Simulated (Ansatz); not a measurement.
## Which is lower?

Two relaxed structures of NaMgSiH2F, closed shell (PBE0-D4/def2-TZVP; forces vanish, vibrations not checked).

A:

| atom | x (Å) | y (Å) | z (Å) |
| --- | --- | --- | --- |
| F1 | -0.5562 | -2.1014 | 0.4753 |
| Mg2 | 0.9627 | -1.1665 | 1.0834 |
| Si3 | 0.2683 | 0.7828 | -0.6867 |
| Na4 | -1.7345 | -1.2028 | -1.0028 |
| H5 | 1.0348 | 2.0633 | -0.9011 |
| H6 | 2.0856 | -1.6703 | 2.2870 |

B:

| atom | x (Å) | y (Å) | z (Å) |
| --- | --- | --- | --- |
| F1 | -0.4275 | -2.4254 | 0.3616 |
| Mg2 | 0.7510 | -1.1025 | 0.9104 |
| Si3 | 0.0503 | 1.0765 | -0.2705 |
| Na4 | -1.6075 | -1.1572 | -0.9473 |
| H5 | 1.3272 | 1.5495 | -0.9184 |
| H6 | -0.0934 | 2.0592 | 0.8642 |

Program: Ansatz 0.2.0. Basis: def2-TZVPP. Cores are frozen in the correlated methods. The outer core shell of Li, Na, Mg and K is correlated. The def2 sets are not built for correlating such inner shells, so the correlated values are less sure here. B3LYP uses VWN-RPA correlation.

Problem. Which structure is lower at CCSD(T), and by how much? (To be estimated.)

Solution. By the calculation: B, by 132.0 kJ/mol (electronic energy, against the other). By their contacts, A is NaMgSiH₂F ([F]1[Na][SiH][MgH]1) and B is NaMgSiH₂F ([F]1[Na]2[SiH2][Mg]12).

All methods give the same order:

```tsv
method	E(B) − E(A) (kJ/mol)
PBE-D4	-159.1
r2SCAN-D4	-155.0
PBE0-D4	-149.7
B3LYP-D4	-135.4
wB97M-V	-129.0
HF	-90.3
MP2	-142.8
CCSD	-123.0
CCSD(T)	-132.0
```

The T1 diagnostic stays at or below 0.013. The restricted Hartree–Fock reference is unstable towards an unrestricted one at one or more of these structures.

Labels in which every atom is bracketed show which atoms are joined, not bond orders.

For scale, one of the runs: CCSD(T)/def2-TZVPP, 165 basis functions, launched by `ansatz run in.yaml --threads 2 --pin off --events-out ev --progress --plain --max-ram 4352MiB`. Hardware: 2 CPU threads of an Arm Neoverse V2, shared host. Wall time 71 s; peak host memory 1.6 GiB.
